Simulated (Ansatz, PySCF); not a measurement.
This Ansatz (a program for electronic structure) input computes a PBE/def2-TZVPD energy:

Ansatz 0.2 input:
```yaml
crystal:
  periodic: [false, false, false]
  atoms:
    - {symbol: Si, position_ang: [-1.17133653, -0.17343155, 0.34627255]}
    - {symbol: Cl, position_ang: [1.28157539, 0.16849737, -0.30085775]}
    - {symbol: H, position_ang: [-1.40914827, -1.12243005, -0.78894705]}
    - {symbol: H, position_ang: [-1.56461609, 1.18064801, -0.16134527]}
    - {symbol: H, position_ang: [-2.41430589, -0.49463146, 1.21705835]}
basis:
  gaussian:
    orbitals: def2-TZVPD
hamiltonian:
  xc: {name: PBE}
total_charge: -1
magnetization: {spin_polarized: true, initial_magnetization: 1}
output: {forces: true}
```

Question: Write an input for the same energy in PySCF and say what it gives.

Answer: 
```python
from pyscf import gto, scf, dft

mol = gto.M(
    atom='''
    Si   -1.17133653   -0.17343155    0.34627255
    Cl    1.28157539    0.16849737   -0.30085775
    H    -1.40914827   -1.12243005   -0.78894705
    H    -1.56461609    1.18064801   -0.16134527
    H    -2.41430589   -0.49463146    1.21705835
    ''',
    basis='def2-tzvpd',
    charge=-1,
    spin=1,
    verbose=4,
)

mf = dft.UKS(mol, xc='pbe').density_fit(auxbasis='def2-universal-jkfit')
mf.grids.level = 3
mf.conv_tol = 1e-9
mf.max_cycle = 100
mf.max_memory = 1500
mf.kernel()
if not mf.converged:
    mf = mf.newton()
    mf.kernel(mf.make_rdm1())
for _ in range(2):
    mo, _, stable, _ = mf.stability(return_status=True)
    if stable:
        break
    mf.kernel(mf.make_rdm1(mo, mf.mo_occ))
mf.analyze()
```
It gives -751.20181 Eh, and Ansatz -751.20175 Eh, a difference of 0.06 mEh, from the treatment of integrals and grids.
